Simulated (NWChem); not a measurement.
Excited singlets of iodoethane (C2H5I) by symmetry

SMILES: C(I)C
```xyz
8

C      2.4499     0.3888     0.0000
C      1.1211     1.1174     0.0000
I     -0.5996    -0.2481     0.0000
H      2.5683    -0.2454     0.8914
H      3.2687     1.1306     0.0000
H      2.5683    -0.2454    -0.8914
H      0.9742     1.7358     0.8942
H      0.9742     1.7358    -0.8942
```
Charge 0, spin multiplicity 1.

Everything below was run with NWChem. All single points use one geometry, from B3LYP/def2-SVP with def2 effective core potentials on I, held to Cs symmetry and with no frequency check, so it may be a saddle point.

Basis set: def2-SVP. Symmetry labels belong to the abelian group Cs used in the runs, with the axes of the coordinates shown. Entries are the lowest vertical excitation energy of each symmetry in eV (for CIS and TDDFT among the lowest few roots); a state of one symmetry need not have the same character in every method. Symmetries that some method's roots don't reach, or where a double excitation leads the EOM-CCSD root, are left out.

Effective core potentials replace the inner electrons of I; spin-orbit coupling is left out. The correlated methods keep 6 core orbitals frozen. B3LYP has NWChem's definition, with VWN1-RPA local correlation. No row is a measurement; the coupled-cluster row has its own basis-set and correlation limits.

| method | a" | a' |
|---|---|---|
| CIS | 5.68 | 5.73 |
| TD-PBE | 4.59 | 4.64 |
| TD-B3LYP | 4.75 | 4.79 |
| TD-CAM-B3LYP | (withheld) | (withheld) |
| EOM-CCSD | 5.11 | 5.16 |

Task: What belongs in the gaps?

Result: 
- TD-CAM-B3LYP, a": 4.87
- TD-CAM-B3LYP, a': 4.91
